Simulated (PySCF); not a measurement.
Al(H)(Me)(OEt) (C3H9AlO), SMILES C([O][AlH][CH3])C.

Geometry: PBE0-D3(BJ)/def2-SVP. One conformer was computed; it need not be the lowest.

Method: TDA-LC-ωPBE/def2-SVPD (PySCF).

Vertical excitations. 

```
state  energy (eV)  λ (nm)      f                                                                    main pairs
-----  -----------  ------  -----  ----------------------------------------------------------------------------
S1            6.30     197  0.006                                              HOMO→LUMO+1 45 %, HOMO→LUMO 40 %
S2            7.24     171  0.003                                          HOMO−2→LUMO+1 41 %, HOMO−2→LUMO 37 %
S3            7.50     165  0.064                                          HOMO−1→LUMO 37 %, HOMO−1→LUMO+1 32 %
S4            7.71     161  0.048         HOMO→LUMO+1 27 %, HOMO→LUMO 25 %, HOMO→LUMO+3 15 %, HOMO−1→LUMO+1 9 %
S5            7.88     157  0.018  HOMO−1→LUMO+1 28 %, HOMO−1→LUMO 26 %, HOMO−1→LUMO+3 18 %, HOMO−1→LUMO+2 12 %
S6            8.07     154  0.230     HOMO→LUMO+2 26 %, HOMO−2→LUMO 25 %, HOMO−2→LUMO+1 21 %, HOMO−2→LUMO+3 5 %
S7            8.41     147  0.035     HOMO−2→LUMO+2 16 %, HOMO−2→LUMO+3 16 %, HOMO→LUMO+2 14 %, HOMO→LUMO+3 9 %
S8            8.76     142  0.163                                            HOMO→LUMO+3 39 %, HOMO→LUMO+2 23 %
S9            8.95     138  0.111  HOMO−1→LUMO+2 24 %, HOMO−3→LUMO+1 22 %, HOMO−3→LUMO 14 %, HOMO−1→LUMO+3 11 %
S10           9.04     137  0.208     HOMO−3→LUMO 19 %, HOMO−2→LUMO+2 15 %, HOMO→LUMO+3 10 %, HOMO−1→LUMO+2 7 %
T1            5.77     215      0                           HOMO→LUMO+1 40 %, HOMO→LUMO 35 %, HOMO−2→LUMO+1 7 %
T2            6.60     188      0                                          HOMO−1→LUMO+1 46 %, HOMO−1→LUMO 40 %
T3            6.96     178      0                          HOMO−2→LUMO+1 40 %, HOMO−2→LUMO 29 %, HOMO→LUMO 10 %
T4            6.99     177      0           HOMO→LUMO+3 28 %, HOMO→LUMO+1 22 %, HOMO→LUMO 17 %, HOMO−2→LUMO 8 %
```
Triplets are in the Tamm–Dancoff approximation.
